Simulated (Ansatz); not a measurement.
Consider the formal exchange of groups at the Si–N bond: `N[SiH2]N[SiH](N)Cl` + H₂O → `N[SiH2]N[SiH2]Cl` + `NO`.

Isolated molecules relaxed with PBE0-D4/def2-TZVP in Ansatz; ΔE leaves out vibrations. CCSD(T)/CBS is the MP2 limit (def2-TZVPP, def2-QZVPP) plus CCSD(T) − MP2 in def2-TZVPP, frozen cores. This one scheme is used for every species. DFT in def2-TZVPP. Each species was taken in one conformer, which may not be the lowest.

Task: Is it downhill or uphill in electronic energy at CCSD(T)/CBS, and by how much? (Estimate.)

Result: The calculation gave: Uphill: ΔE = +312.9 kJ/mol.

Task: What do these levels give: r2SCAN-D4, PBE0, HF/def2-TZVPP, HF/def2-QZVPP, SCS-MP2/def2-QZVPP, HF/CBS(def2)? (Estimate.)

Result: The calculation gave: r2SCAN-D4 304.4, PBE0 293.8, HF/def2-TZVPP 299.6, HF/def2-QZVPP 300.9, SCS-MP2/def2-QZVPP 314.0, HF/CBS(def2) 301.1 kJ/mol.

Largest T1 diagnostic among the species: 0.010.

In def2-TZVPP, CCSD(T) changes the Hartree–Fock value by +5.9 kJ/mol (the triples alone add +0.0 kJ/mol) and MP2 by +23.8 kJ/mol. From PBE to PBE0 (25 % exact exchange), in def2-TZVPP and without D4, ΔE moves by +11.7 kJ/mol.
